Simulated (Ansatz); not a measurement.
Born–Oppenheimer molecular dynamics of C2H5GaOS (10 atoms, charge 0, multiplicity 1). It starts at the highest image of a converged band. Of that band: A vibrational analysis at the climbing image gives 2 clearly imaginary modes (1696i, 70i cm⁻¹): a point of higher order, so a lower path passes nearby.

All numbers below come from RKS PBE-D4/def2-SVP in Ansatz 0.2.0.

```yaml
ensemble: NVE (velocity Verlet)
time_step: 0.5 fs
steps_asked: 200
starting_velocities_drawn_for: 300 K
seed: 12398
```

First frame:

```xyz
10
Properties=species:S:1:pos:R:3
O 0.232 0.565 1.089
C 0.445 -0.756 1.075
C 0.182 -1.458 -0.188
S -0.416 -0.506 -1.639
Ga -0.481 1.617 -0.722
H 0.602 0.131 2.079
H 1.130 -1.998 -0.427
H -0.530 -2.279 0.072
H -1.906 2.130 -0.274
H 0.743 2.555 -1.065
```

Problem. How far do the bonds stretch over the last three quarters of this one trajectory? (Pairs bonded in most of those frames.)

Solution. 
```
   bond  mean (Å)  spread (Å)  shortest  longest
  O1–C2     1.351       0.040      1.27     1.44
 O1–Ga5     2.304       0.063      2.19     2.40
  O1–H6     0.996       0.018      0.95     1.04
  C2–C3     1.497       0.068      1.37     1.60
  C3–S4     1.874       0.052      1.79     1.98
  C3–H7     1.126       0.008      1.11     1.14
  C3–H8     1.115       0.008      1.10     1.14
 S4–Ga5     2.277       0.012      2.26     2.30
 Ga5–H9     1.593       0.068      1.49     1.69
Ga5–H10     1.585       0.012      1.56     1.61
```

Mean temperature of the second half: 581 K. The conserved energy stayed within 0.18 meV per atom of its start (net change 0.029 meV per atom), so the integration is sound. The kinetic energy rose, since the run started high on the potential surface and went downhill. A run of 0.1 ps of so small a system gives no equilibrium averages. The orbitals stay closed-shell, which can raise the energy where a bond breaks towards radicals; this wasn't checked here.

The run took 3.7 min on 2 threads of Intel(R) Xeon(R) 6975P-C (Granite Rapids) (shared host), peak memory 0.2 GiB.
